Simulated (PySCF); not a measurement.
Compound: C₅H₄F₄.
InChI=1S/C5H4F4/c6-4-2-1-3(4)5(7,8)9/h1-2H2

Torsions of this conformer, `[F:1][C:2]1=[C:3]([C:4]([F:5])([F:6])[F:7])[CH2:8][CH2:9]1`: C2–C3–C4–F5 -120°.

The closed-shell ground state was solved at several levels (PySCF, density fitting, gas phase, non-relativistic). Geometry: PBE0-D3(BJ)/def2-SVP; no solvent, vibrations or thermal averaging.

```tsv
level	basis functions	HOMO (eV)	LUMO (eV)	gap (eV)	dipole (D)
CAM-B3LYP/def2-SVPD	224	-9.27	0.74	10.01	3.29
PBE0/pcSseg-1	173	-7.85	-0.29	7.56	3.14
B3LYP/pcJ-1	283	-7.61	-0.53	7.08	3.13
```

**Question.** Estimate the row for KT2/pcSseg-1, a basis of 173 functions; the other rows only guide the guess.

**Answer.** HOMO -6.62 eV, LUMO -1.26 eV, gap 5.36 eV, dipole 2.98 D.

**Question.** Over all these levels, which gives the widest orbital gap and which the narrowest?

**Answer.** CAM-B3LYP/def2-SVPD (range-separated hybrid) has the widest, 10.01 eV, and KT2/pcSseg-1 (GGA) the narrowest, 5.36 eV. Functional and basis both differ between the two, so the spread mixes both effects.

**Question.** How far do the dipole and the HOMO energy spread over the levels?

**Answer.** The dipole runs from 2.98 to 3.29 D (mean 3.13 D) and the HOMO from -9.27 to -6.62 eV.
